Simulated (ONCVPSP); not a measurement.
# Ne (Z = 10) ONCV: all-electron and pseudo phase curves

```json
{
 "Element": "neon",
 "Generator": "ONCVPSP 4.0.1",
 "Type": "optimised norm-conserving Vanderbilt (ONCV)",
 "Functional": "LDA (Perdew-Wang 92)",
 "Relativity": "scalar-relativistic",
 "Frozen core": "[He]",
 "Valence charge": "8",
 "Reference configuration": "2s2 2p5.5 (charge +0.5)",
 "Partial waves": "2s: rc 0.55 bohr, ncon 4, nbas 8, qcut 11.5 1/bohr, 2 projectors, debl 3.8 Ha; 2p: rc 1.25 bohr, ncon 3, nbas 6, qcut 13 1/bohr, 2 projectors, debl 0.8 Ha",
 "Local potential": "polynomial inside 0.35 bohr (lpopt 5, dvloc0 0 Ha)",
 "Core correction": "Teter function, fcfact 4, rcfact 1.7"
}
```

In the p channel the program set the typed energies aside and used -0.827, 0.250 Ha.

The phase is arctan(r·R′/R) of the radial function R(r), unwrapped; energies in Ha, scanned from -3 to 5 Ha. A pole is an energy at which the radial function vanishes at the test radius. The pseudo phase is shifted by a multiple of π to meet the all-electron one at the reference energy, and phase errors are pseudo minus all-electron; the curves can meet again beyond the range given. Levels narrower than the energy grid can be missing from the lists of poles.

**Question.** For each channel, where are the poles, and over which energies does the pseudopotential scatter like the atom?

**Answer.**

```json
{"channel": "s", "radius (bohr)": "0.56", "reference energy (Ha)": "-1.66", "poles, all-electron": "none", "poles, pseudo": "none", "unbroken range about the reference energy with phases within 0.05 rad": "the whole range", "phase error 1 Ha above the reference energy (rad)": "+0.000"}
{"channel": "p", "radius (bohr)": "1.27", "reference energy (Ha)": "-0.83", "poles, all-electron": "0.09", "poles, pseudo": "0.09", "unbroken range about the reference energy with phases within 0.05 rad": "the whole range", "phase error 1 Ha above the reference energy (rad)": "-0.000"}
```

Phases in the p channel:

| E (Ha) | all-electron | pseudo |
| --- | --- | --- |
| -2.98 | 0.955 | 0.955 |
| -2.54 | 0.810 | 0.809 |
| -2.10 | 0.543 | 0.543 |
| -1.66 | 0.017 | 0.017 |
| -1.22 | -0.701 | -0.701 |
| -0.78 | -1.174 | -1.174 |
| -0.34 | -1.422 | -1.422 |
| 0.10 | -1.573 | -1.573 |
| 0.54 | -1.686 | -1.686 |
| 0.98 | -1.786 | -1.787 |
| 1.42 | -1.892 | -1.892 |
| 1.86 | -2.020 | -2.021 |
| 2.30 | -2.198 | -2.202 |
| 2.74 | -2.474 | -2.484 |
| 3.18 | -2.901 | -2.925 |
| 3.62 | -3.420 | -3.456 |
| 4.06 | -3.833 | -3.868 |
| 4.50 | -4.092 | -4.121 |
| 4.94 | -4.252 | -4.278 |
